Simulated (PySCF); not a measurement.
Isomers of C4H9FS2Si2, mass 195.967 u with the commonest isotopes. Computed with PBE0/pcSseg-1 in PySCF (dipole) on a GFN2-xTB geometry, gas phase. One conformer each, none proved a minimum here; rigid rotors.

Question: Order these by out-of-plane moment Σ m c² = (Ia + Ib − Ic)/2, largest first.
A. `[F:1][Si@@H:2]1[CH2:3][C:4](=[S:5])[C@@H:6]([S:7][SiH3:8])[CH2:9]1` with C4–C6–S7–Si8 -76°, F1–Si2–C3–C4 -112°, Si2–C3–C4–S5 157°, C3–C4–C6–S7 -76°, C4–C6–C9–Si2 -35°
B. `[CH3:1]/[C:2](=[CH:3]/[F:4])[Si@H:5]1[S:6][CH2:7][SiH2:8][S:9]1` with C1–C2–Si5–S6 -76°, C2–Si5–S6–C7 126°, Si5–S6–C7–Si8 19°, S6–C7–Si8–S9 -39°, C7–Si8–S9–Si5 38°
C. `[F:1]/[CH:2]=[C:3](/[SiH3:4])[SiH:5]1[S:6][CH2:7][CH2:8][S:9]1` with C2–C3–Si5–S6 -52°, C3–Si5–S6–C7 105°, Si5–S6–C7–C8 44°, S6–C7–C8–S9 -61°, C7–C8–S9–Si5 41°

Answer: C (171.00 u·Å²), B (115.99 u·Å²), A (64.90 u·Å²).

Question: Order these by radius of gyration √(Σ m r²/M), smallest first.
A. `[F:1][Si@@H:2]1[CH2:3][C:4](=[S:5])[C@@H:6]([S:7][SiH3:8])[CH2:9]1` with C4–C6–S7–Si8 -76°, F1–Si2–C3–C4 -112°, Si2–C3–C4–S5 157°, C3–C4–C6–S7 -76°, C4–C6–C9–Si2 -35°
B. `[CH3:1]/[C:2](=[CH:3]/[F:4])[Si@H:5]1[S:6][CH2:7][SiH2:8][S:9]1` with C1–C2–Si5–S6 -76°, C2–Si5–S6–C7 126°, Si5–S6–C7–Si8 19°, S6–C7–Si8–S9 -39°, C7–Si8–S9–Si5 38°
C. `[F:1]/[CH:2]=[C:3](/[SiH3:4])[SiH:5]1[S:6][CH2:7][CH2:8][S:9]1` with C2–C3–Si5–S6 -52°, C3–Si5–S6–C7 105°, Si5–S6–C7–C8 44°, S6–C7–C8–S9 -61°, C7–C8–S9–Si5 41°

Answer: C (2.362 Å), B (2.418 Å), A (2.445 Å).

Question: Order these by rotational constant A, smallest first.
A. `[F:1][Si@@H:2]1[CH2:3][C:4](=[S:5])[C@@H:6]([S:7][SiH3:8])[CH2:9]1` with C4–C6–S7–Si8 -76°, F1–Si2–C3–C4 -112°, Si2–C3–C4–S5 157°, C3–C4–C6–S7 -76°, C4–C6–C9–Si2 -35°
B. `[CH3:1]/[C:2](=[CH:3]/[F:4])[Si@H:5]1[S:6][CH2:7][SiH2:8][S:9]1` with C1–C2–Si5–S6 -76°, C2–Si5–S6–C7 126°, Si5–S6–C7–Si8 19°, S6–C7–Si8–S9 -39°, C7–Si8–S9–Si5 38°
C. `[F:1]/[CH:2]=[C:3](/[SiH3:4])[SiH:5]1[S:6][CH2:7][CH2:8][S:9]1` with C2–C3–Si5–S6 -52°, C3–Si5–S6–C7 105°, Si5–S6–C7–C8 44°, S6–C7–C8–S9 -61°, C7–C8–S9–Si5 41°

Answer: C (1342 MHz), A (1385 MHz), B (1436 MHz).

| SMILES | point group | Ia (u·Å²) | Ib (u·Å²) | Ic (u·Å²) | κ | μa (D) | μb (D) | μc (D) |
| --- | --- | --- | --- | --- | --- | --- | --- | --- |
| F/C=C(/[SiH3])[SiH]1SCCS1 | C1 | 376.55 | 887.77 | 922.32 | -0.95 | 0.51 | 0.44 | 0.65 |
| C/C(=C/F)[Si@H]1SC[SiH2]S1 | C1 | 351.99 | 909.36 | 1029.36 | -0.86 | 0.81 | 0.24 | 1.58 |
| F[Si@@H]1CC(=S)[C@@H](S[SiH3])C1 | C1 | 364.91 | 871.59 | 1106.70 | -0.73 | 0.95 | 1.54 | 0.03 |
